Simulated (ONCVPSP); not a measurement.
## Before and after: ONCV potential for Ti (Z = 22)

ONCVPSP 4.0.1 input, shortened (lines: element, Z, core and valence counts, functional; n l f; lmax; l rc ep ncon nbas qcut; lloc lpopt rc5 dvloc0; l nproj debl; icmod fcfact rcfact), PBEsol, scalar-relativistic:

```
  Ti 22.00    3    4  -116133      upf
    1    0    2.00
    2    0    2.00
    2    1    6.00
    3    0    2.00
    3    1    6.00
    3    2    2.00
    4    0    1.75
    3
    0    2.00    0.00    4    7    5.40
    1    1.40    0.00    4    7   11.80
    2    1.30    0.00    4    7    6.80
    3    1.70    0.07    4    8    6.70
    4    5    0.95    4.00
    0    3    3.80
    1    1    2.70
    2    3    0.60
    3    1    3.10
    0    0.00    0.00
```

All-electron outer shells of the reference configuration (PBEsol, scalar-relativistic, ld1.x):

| shell | level (eV) | outermost node (bohr) | outermost maximum (bohr) |
| --- | --- | --- | --- |
| 2p | -445.59 | – | 0.22 |
| 3s | -64.14 | 0.40 | 0.87 |
| 3p | -40.46 | 0.37 | 0.90 |
| 3d | -5.93 | – | 0.98 |
| 4s | -5.88 | 1.24 | 2.88 |

Change: local potential polynomial inside 1.10 bohr (lpopt 5, dvloc0 6 Ha).

Cutoffs: the cutoffs (Ha) at which the residual kinetic energy of the hardest occupied pseudo-wave falls to 1 and 0.1 mHa per electron; they do not see the model core or the augmentation charge, which bear on the density cutoff. Errors are all-electron minus pseudo energies relative to the spin-unpolarised reference configuration.

Task: What does the change do?

Result: The potential gets neither clearly harder nor softer (97 Ha and 112 Ha → 97 Ha and 112 Ha); the bound ghosts move from d to d, s; of the 4 tests that both files solve, the error grows in 2 and shrinks in 0 by more than 15 % and 0.3 meV (median size 1.2 → 1.6 meV). In the separable form a ghost depends on how the local part lies against the semilocal potential of the channel, so the choice of the local part can create or remove one.

```tsv
quantity	base	changed
cutoff, loose	97 Ha	97 Ha
cutoff, tight	112 Ha	112 Ha
bound ghosts	d	s, d
GHOST(+) flags under 300 eV	none	none
error for 3s2 3p6 3d2 4s2, meV [ΔE -1.29 eV]	+0.1	+0.1
error for 3s2 3p6 3d2 4s1, meV [ΔE 6.07 eV]	-0.5	-0.6
error for 3s2 3p6 3d2 4s0, meV [ΔE 19.54 eV]	-2.0	-2.7
error for 3s2 3p5 3d2 4s2, meV [ΔE 44.18 eV]	-3.6	-5.6
s: phases at 2.03 bohr within 0.05 rad from the reference energy up to (Ha; the scan ends near 5)	to the end of the scan	to the end of the scan
p: phases at 1.42 bohr within 0.05 rad from the reference energy up to (Ha; the scan ends near 5)	2.3	3.0
d: phases at 1.32 bohr within 0.05 rad from the reference energy up to (Ha; the scan ends near 5)	to the end of the scan	to the end of the scan
f: phases at 1.73 bohr within 0.05 rad from the reference energy up to (Ha; the scan ends near 5)	to the end of the scan	to the end of the scan
```

 A true bound ghost makes a file unfit for plane-wave use even where its test errors are small: the radial tests pick states by their node count and pass the ghost by.
